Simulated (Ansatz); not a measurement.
Kohn–Sham single points on CH3AlF2, SMILES `[CH3][Al]([F])[F]`.

```yaml
crystal:
  periodic: [false, false, false]
  atoms:
    - {symbol: C, position_ang: [-0.253552, 0.825862, -0.238718]}
    - {symbol: Al, position_ang: [0.293123, -0.956217, 0.245542]}
    - {symbol: F, position_ang: [1.513171, -1.219526, 1.315503]}
    - {symbol: F, position_ang: [-0.423417, -2.297642, -0.378636]}
    - {symbol: H, position_ang: [-1.075800, 0.815979, -0.956116]}
    - {symbol: H, position_ang: [-0.573396, 1.384518, 0.645143]}
    - {symbol: H, position_ang: [0.581070, 1.378926, -0.678219]}
basis:
  gaussian: {orbitals: def2-TZVPP}
hamiltonian: {xc: pbe, dispersion: d4}
output: {forces: true, orbitals: {seedname: orbitals}}
```

```sh
$ ansatz run in.yaml --threads 2 --pin off --events-out ev --progress --plain
```

Shortened log:

```
Functional definition: PBE
938 factors; their error is unknown
mean field evaluation 1: about -13100.4598 eV, gradient 8.4e1 eV
mean field evaluation 2: about -13070.6559 eV, gradient 1.5e2 eV
mean field evaluation 4: about -13113.4661 eV, gradient 1.3e1 eV
mean field evaluation 8: about -13113.8150 eV, gradient 6.2e-2 eV
mean field evaluation 16: about -13113.8027 eV, gradient 1.0e-4 eV
mean field -13113.80267088 eV, -481.9233593000 hartree, gradient 1.7e-5 eV, S^2 0.000000; 0 other end points of the search recorded, 0 dependent functions left out
reference -13113.80271339 eV, -481.9233608624 hartree; 20, 20 occupied and 157, 157 virtual orbitals, 938 factors
Total energy: -13113.89912485 eV, -481.9269039181 hartree
Atom 0 at    -0.253552     0.825862    -0.238718 Å, force     0.001346    -0.033892     0.001372 eV/Å
Atom 1 at     0.293123    -0.956217     0.245542 Å, force    -0.101250     0.319133    -0.089582 eV/Å
Atom 2 at     1.513171    -1.219526     1.315503 Å, force     0.396499    -0.070283     0.347668 eV/Å
Atom 3 at    -0.423417    -2.297642    -0.378636 Å, force    -0.240498    -0.423497    -0.209579 eV/Å
Atom 4 at    -1.075800     0.815979    -0.956116 Å, force    -0.151895     0.000498    -0.132541 eV/Å
Atom 5 at    -0.573396     1.384518     0.645143 Å, force    -0.058008     0.104516     0.162731 eV/Å
Atom 6 at     0.581070     1.378926    -0.678219 Å, force     0.153805     0.103525    -0.080069 eV/Å
Dipole moment:    -0.131487     0.424146    -0.116447 e Å
```

Run time 1.7 s (2 threads of a server CPU on a shared host); peak host memory 0.18 GiB.

The same input with `hamiltonian: {xc: r2scan, dispersion: d4}` (abridged; 3.6 s):

```
Functional definition: r2SCAN
mean field evaluation 16: about -13120.7376 eV, gradient 6.1e-5 eV
mean field -13120.73755040 eV, -482.1782114219 hartree, gradient 1.2e-5 eV, S^2 0.000000
Total energy: -13120.76031518 eV, -482.1790480121 hartree
Atom 0 force     0.004642    -0.059119     0.004390 eV/Å
Atom 1 force    -0.016231     0.053652    -0.014344 eV/Å
Atom 2 force     0.036005    -0.005129     0.031555 eV/Å
Atom 3 force    -0.021535    -0.037006    -0.018783 eV/Å
Atom 4 force     0.019478     0.026770     0.016855 eV/Å
Atom 5 force     0.006848     0.010311    -0.030498 eV/Å
Atom 6 force    -0.029207     0.010521     0.010826 eV/Å
Dipole moment:    -0.130482     0.420383    -0.115552 e Å
```

Changing it to `hamiltonian: {xc: lda}` and no forces (abridged; 0.85 s):

```
Functional definition: SPW92
mean field evaluation 16: about -13050.6932 eV, gradient 2.3e-5 eV
mean field -13050.69319700 eV, -479.6041289122 hartree, gradient 2.3e-5 eV, S^2 0.000000
Total energy: -13050.69323598 eV, -479.6041303448 hartree
```

Changing it to `hamiltonian: {xc: {name: PBE-QIDH}}` and no forces (abridged; 3.5 s):

```
Functional definition: PBE-QIDH
mean field evaluation 16: about -13103.9634 eV, gradient 2.2e-5 eV
mean field -13103.96344661 eV, -481.5617744773 hartree, gradient 3.8e-6 eV, S^2 0.000000
8 core orbitals not correlated: weight in the atoms' cores, before any rotation towards them, 1.000 or more for the frozen orbitals, at most 0.000 for the correlated occupied ones
second order -22.85369907 eV of doubles, -0.00000000 eV of singles
Total energy: -13111.58135802 eV, -481.8417275582 hartree
```

Changing it to `hamiltonian: {xc: {name: CAM-B3LYP}, dispersion: d4}` and no forces (abridged; 2.1 s):

```
Functional definition: CAM-B3LYP
mean field -13122.78441583 eV, -482.2534323390 hartree, gradient 8.5e-5 eV, S^2 0.000000
Total energy: -13122.86633082 eV, -482.2564426592 hartree
```

With the line `hamiltonian: {xc: {name: wB97M-V}}` (abridged; 7 s):

```
Functional definition: wB97M-V
mean field evaluation 16: about -13121.9997 eV, gradient 3.0e-5 eV
mean field -13121.99966136 eV, -482.2245931442 hartree, gradient 3.0e-5 eV, S^2 0.000000
Total energy: -13121.99971028 eV, -482.2245949420 hartree
Atom 0 force    -0.006727     0.036578    -0.006074 eV/Å
Atom 1 force    -0.045262     0.142053    -0.040023 eV/Å
Atom 2 force     0.088069    -0.014725     0.077217 eV/Å
Atom 3 force    -0.053377    -0.091767    -0.046530 eV/Å
Atom 4 force     0.066382     0.008690     0.057914 eV/Å
Atom 5 force     0.022197    -0.040662    -0.074843 eV/Å
Atom 6 force    -0.071283    -0.040167     0.032339 eV/Å
Dipole moment:    -0.131130     0.421433    -0.116118 e Å
```
